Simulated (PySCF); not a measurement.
Isomers of C6H11N, one GFN2-xTB conformer each. Single-point energies are computed at wB97X-D/def2-SVPD (PySCF, gas phase, no added dispersion term), electronic only.

```tsv
SMILES	GFN2-xTB relative energy (kJ/mol)
C=C[C@@H]1CCNC1	14.8
CC/C=C\C=N\C	54.3
C=CC(=C)CNC	117.2
CCC(C)(C)C#N	0.0
```

Conformers: `[CH2:1]=[CH:2][C@@H:3]1[CH2:4][CH2:5][NH:6][CH2:7]1` with C1–C2–C3–C4 136°, C2–C3–C4–C5 -134°, C3–C4–C5–N6 -16°, C4–C5–N6–C7 35°, C5–N6–C7–C3 -41°; `[CH3:1][CH2:2]/[CH:3]=[CH:4]\[CH:5]=[N:6]\[CH3:7]` with C1–C2–C3–C4 118°, C3–C4–C5–N6 180°; `[CH2:1]=[CH:2][C:3](=[CH2:4])[CH2:5][NH:6][CH3:7]` with C1–C2–C3–C4 178°, C2–C3–C5–N6 -77°, C3–C5–N6–C7 174°; `[CH3:1][CH2:2][C:3]([CH3:4])([CH3:5])[C:6]#[N:7]` with C1–C2–C3–C4 -175°.

Task: What does wB97X-D/def2-SVPD give for the same structures?

Result: 
```csv
SMILES,wB97X-D/def2-SVPD E (Eh),wB97X-D/def2-SVPD (kJ/mol),GFN2-xTB (kJ/mol),point group
CCC(C)(C)C#N,-289.70930,0.0,0.0,C1
C=C[C@@H]1CCNC1,-289.68571,61.9,14.8,C1
CC/C=C\C=N\C,-289.67781,82.7,54.3,C1
C=CC(=C)CNC,-289.66091,127.0,117.2,C1
```

Both levels put the same isomer lowest; measured from each level's own lowest isomer, the values differ by up to 47.1 kJ/mol (C=C[C@@H]1CCNC1: 14.8 against 61.9). As drawn, the lowest has a C≡N group and a quaternary carbon, which the highest lacks; the highest has an N–H bond and a C=C bond outside aromatic rings, which the lowest lacks.

Task: Which frontier levels, dipoles and rotational constants go with these structures?

Result: 
```json
{"SMILES": "CCC(C)(C)C#N", "HOMO (eV, wB97X-D/def2-SVPD)": "-11.05", "LUMO (eV)": "2.10", "dipole (D)": "4.09", "A, B, C (MHz)": "2824, 2471, 1883"}
{"SMILES": "C=C[C@@H]1CCNC1", "HOMO (eV, wB97X-D/def2-SVPD)": "-8.50", "LUMO (eV)": "2.01", "dipole (D)": "1.41", "A, B, C (MHz)": "5566, 1906, 1580"}
{"SMILES": "CC/C=C\\C=N\\C", "HOMO (eV, wB97X-D/def2-SVPD)": "-8.76", "LUMO (eV)": "0.77", "dipole (D)": "2.03", "A, B, C (MHz)": "7226, 1036, 956.8"}
{"SMILES": "C=CC(=C)CNC", "HOMO (eV, wB97X-D/def2-SVPD)": "-8.28", "LUMO (eV)": "0.84", "dipole (D)": "0.84", "A, B, C (MHz)": "3767, 1848, 1336"}
```

Task: As an exercise, what shares would exp(−E/RT) give at 2000 K from these electronic energies alone (no entropy, no degeneracies)?

Result: RT = 16.629 kJ/mol: CCC(C)(C)C#N 96.9 %, C=C[C@@H]1CCNC1 2.3 %, CC/C=C\C=N\C 0.7 %, C=CC(=C)CNC under 0.1 %.
